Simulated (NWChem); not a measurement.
System: trans-dichloroethylene (C$_{2}$H$_{2}$Cl$_{2}$); SMILES Cl/C=C/Cl

NWChem input:

```
start job
memory heap 200 mb stack 900 mb global 1100 mb
geometry units angstroms noautoz
  Cl     0.043724    -2.147511     0.000000
  C     -0.442876    -0.497842     0.000000
  C      0.442876     0.497842     0.000000
  Cl    -0.043724     2.147511     0.000000
  H     -1.522662    -0.333993     0.000000
  H      1.522662     0.333993     0.000000
end
basis spherical
  * library 6-31g*
end
dft
  xc xwpbe 1.00 cpbe96 1.0 hfexch 1.00
  cam 0.2 cam_alpha 0.0 cam_beta 1.0
  iterations 150
  vectors input atomic output neutral.movecs
end
task dft energy
charge 1
dft
  odft
  mult 2
  vectors input atomic output cation.movecs
end
task dft energy
```

Parts of the log:

```
             Northwest Computational Chemistry Package (NWChem) 7.3.0
             --------------------------------------------------------

 C2H symmetry detected

                             Geometry "geometry" -> ""
                             -------------------------

 Output coordinates in angstroms (scale by  1.889725989 to convert to a.u.)

  No.       Tag          Charge          X              Y              Z
 ---- ---------------- ---------- -------------- -------------- --------------
    1 Cl                  17.0000     0.04203972    -2.14754463     0.00000000
    2 C                    6.0000    -0.44326632    -0.49749450     0.00000000
    3 C                    6.0000     0.44326632     0.49749450     0.00000000
    4 Cl                  17.0000    -0.04203972     2.14754463     0.00000000
    5 H                    1.0000    -1.52292348    -0.33279869     0.00000000
    6 H                    1.0000     1.52292348     0.33279869     0.00000000

 Effective nuclear repulsion energy (a.u.)     175.7069530566

      Symmetry information
      --------------------

 Group name             C2h
 Group number             21
 Group order               4
 No. of unique centers     3

  pbe96 is a nonlocal functional; adding pw91lda local functional.

                                 NWChem DFT Module
                                 -----------------

 Summary of "ao basis" -> "ao basis" (spherical)
 ------------------------------------------------------------------------------
       Tag                 Description            Shells   Functions and Types
 ---------------- ------------------------------  ------  ---------------------
 Cl                          6-31g*                  8       18   4s3p1d
 C                           6-31g*                  6       14   3s2p1d
 H                           6-31g*                  2        2   2s

      Symmetry analysis of basis
      --------------------------

        ag         25
        au          9
        bg          9
        bu         25

            General Information
            -------------------
          SCF calculation type: DFT
          Wavefunction type:  closed shell.
          No. of atoms     :     6
          No. of electrons :    48
           Alpha electrons :    24
            Beta electrons :    24
          Charge           :     0
          Spin multiplicity:     1
          Use of symmetry is: on ; symmetry adaption is: on
          Maximum number of iterations: 150
          AO basis - number of functions:    68
                     number of shells:    32
          Convergence on energy requested:  1.00D-06
          Convergence on density requested:  1.00D-05
          Convergence on gradient requested:  5.00D-04

              XC Information
              --------------
                     Hartree-Fock (Exact) Exchange  1.000
                     LC-wPBE(h)Exchange Functional  1.000
            Perdew 1991 LDA Correlation Functional  1.000 local
           PerdewBurkeErnz. Correlation Functional  1.000 non-local

           Range-Separation Parameters
           ---------------------------
           Alpha           :  0.00
           Beta            :  1.00
           Gamma           :  0.20
           Short-Range HF  :     F

             Grid Information
             ----------------
          Grid used for XC integration:  medium
          Radial quadrature: Mura-Knowles
          Angular quadrature: Lebedev.
          Tag              B.-S. Rad. Rad. Pts. Rad. Cut. Ang. Pts.
          ---              ---------- --------- --------- ---------
          Cl                  1.00       88          11.0       590
          C                   0.70       49           8.0       434
          H                   0.35       45           8.0       434
          Grid pruning is: on
          Number of quadrature shells:   182
          Spatial weights used:  Erf1

      Superposition of Atomic Density Guess
      -------------------------------------

 Sum of atomic energies:        -995.21813881

      Non-variational initial energy
      ------------------------------

 Total energy =    -996.764052
 1-e energy   =   -1721.848524
 2-e energy   =     549.377519
 HOMO         =      -0.246554
 LUMO         =       0.052693

      Symmetry analysis of molecular orbitals - initial
      -------------------------------------------------

  Numbering of irreducible representations:

     1 ag          2 au          3 bg          4 bu

  Orbital symmetries:

     1 ag          2 bu          3 ag          4 bu          5 bu
     6 ag          7 ag          8 bu          9 bu         10 ag
    11 au         12 bg         13 ag         14 bu         15 ag
    16 bu         17 bu         18 ag         19 au         20 ag
    21 bg         22 bu         23 ag         24 au         25 bg
    26 bu         27 ag         28 bu         29 ag         30 bu
    31 ag         32 bu         33 bu         34 ag

   convergence    iter        energy       DeltaE   RMS-Dens  Diis-err
 ---------------- ----- ----------------- --------- --------- ---------
 d= 0,ls=0.0,diis     1   -997.2501575831 -1.17D+03  1.26D-02  5.55D-01
 d= 0,ls=0.0,diis     2   -997.2714042400 -2.12D-02  7.84D-03  2.96D-01
 d= 0,ls=0.0,diis     3   -997.3070809592 -3.57D-02  1.86D-03  2.37D-02
 d= 0,ls=0.0,diis     4   -997.3103259862 -3.25D-03  2.90D-04  3.30D-04
 d= 0,ls=0.0,diis     5   -997.3103717364 -4.58D-05  1.22D-04  1.00D-05
  Resetting Diis
 d= 0,ls=0.0,diis     6   -997.3103743605 -2.62D-06  2.26D-05  2.46D-07
 d= 0,ls=0.0,diis     7   -997.3103744422 -8.17D-08  3.80D-06  9.44D-09

         Total DFT energy =     -997.310374442196
      One electron energy =    -1723.517137343609
           Coulomb energy =      618.146613249205
    Exchange-Corr. energy =      -67.646803404440
 Nuclear repulsion energy =      175.706953056648

 Numeric. integr. density =       48.000000065490

[...]
```

Level: LC-wPBE (HJS exchange hole, range parameter 0.2 per bohr)/6-31G* (spherical d), vertical spin-unrestricted ions. Coordinates come from a PBE0/def2-SVP optimisation.
